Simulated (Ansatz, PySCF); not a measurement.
Si(F)(OH)2(SH) (FH3O2SSi), SMILES [Si](F)(O)(S)O.

Coordinates come from a TPSSh-D3(BJ)/def2-SVP optimisation. One conformer was computed; it need not be the lowest.

Vertical ionisation energy (IE) and electron affinity (EA) in eV. Rows of orbital energies are one-electron estimates. Where ΔSCF, EOM or ADC give a negative EA the extra electron is unbound and the value depends on the basis.

| level | IE | EA |
|---|---|---|
| −ε(HOMO), −ε(LUMO), HF/def2-TZVP (PySCF) | 10.85 | -3.14 |
| −ε(HOMO), −ε(LUMO), PBE/def2-TZVP (PySCF) | 6.63 | 0.78 |
| ΔSCF, PBE0/def2-SVPD (Ansatz), final states of multiplicity 2 and 2 | 10.42 | -0.84 |
| ΔSCF, PBE/def2-SVPD (Ansatz), final states of multiplicity 2 and 2 | 10.13 | -0.61 |

**Question.** What vertical singlet–triplet gap does ΔSCF give with PBE0/def2-SVPD (Ansatz, a program for electronic structure) and with PBE/def2-SVPD (Ansatz)? (The exact figures need the calculation; the answer reports its results.)

**Answer.** 5.88 and 5.72 eV (triplet above singlet where positive).
